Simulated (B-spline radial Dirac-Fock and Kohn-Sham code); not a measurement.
# Atomic SCF run for Au⁵⁺

ΔSCF core binding energies without Breit or QED terms, calculated with a radial finite-basis atomic code. Keys: rel is the Hamiltonian (dirac, or spin-free x2c and nr, where L3 and M5 stand for the whole 2p and 3d shells), method is hf or an exchange,correlation pair (spin-unpolarised, also for the hole states), nuc the nuclear model, radius_factor scales its radius, rmax is the box in bohr, h the logarithmic mesh step, order the B-spline order, points the quadrature points per cell, c_factor scales the speed of light, and damp, ndamp, maxit and tol steer the iteration. The run stops when the commutator error falls below 10·tol·max(1, Z/10), or the numerical noise floor, and the energy has settled to about 1e-8 Ha; the virial ratio is −V/T.

Input (task.json):

```json
{"items": [{"Z": 79, "q": 5, "cfg": [[1, 0, 2], [2, 0, 2], [2, 1, 6], [3, 0, 2], [3, 1, 6], [3, 2, 10], [4, 0, 2], [4, 1, 6], [4, 2, 10], [4, 3, 14], [5, 0, 2], [5, 1, 6], [5, 2, 6]], "A": 197, "rrms": 5.4371, "do": "settings", "holes": ["K", "L3", "M5"],
  "settings": [{"rel": "dirac", "method": "hf", "nuc": "fermi", "radius_factor": 1.0, "rmax": 45.0, "h": 0.3, "order": 8, "points": 10, "c_factor": 1.0, "maxit": 5, "damp": 0.5, "ndamp": 3, "tol": 1e-08}]}]}
```

Command: `python xray2_run.py task.json out`

Ground-state iterations:

```
iter   energy (Ha)        error
   1   -19025.75620361  2.24e+00
   2   -19029.04152863  1.96e-01
   3   -19029.43098366  5.12e-02
   4   -19029.45184872  2.00e-02
   5   -19029.45538790  3.85e-03
```

The ground state had not converged after 5 iterations, with total energy -19029.45539 Ha, virial ratio 1.87127 and highest orbital energy -76.98 eV. ΔSCF binding energies: K (1s) 81237.9 eV, L3 (2p3/2) 12036.8 eV, M5 (3d5/2) 2292.3 eV (not all states converged, so these are not final).

Q: One setting is unsound. Which, and why?

A: maxit ends the run before self-consistency. With the default settings (Dirac Hartree-Fock): The ground state converged in 10 iterations, with total energy -19029.45556 Ha, virial ratio 1.87129 and highest orbital energy -76.88 eV. ΔSCF binding energies: K (1s) 81237.9 eV, L3 (2p3/2) 12036.8 eV, M5 (3d5/2) 2292.3 eV.
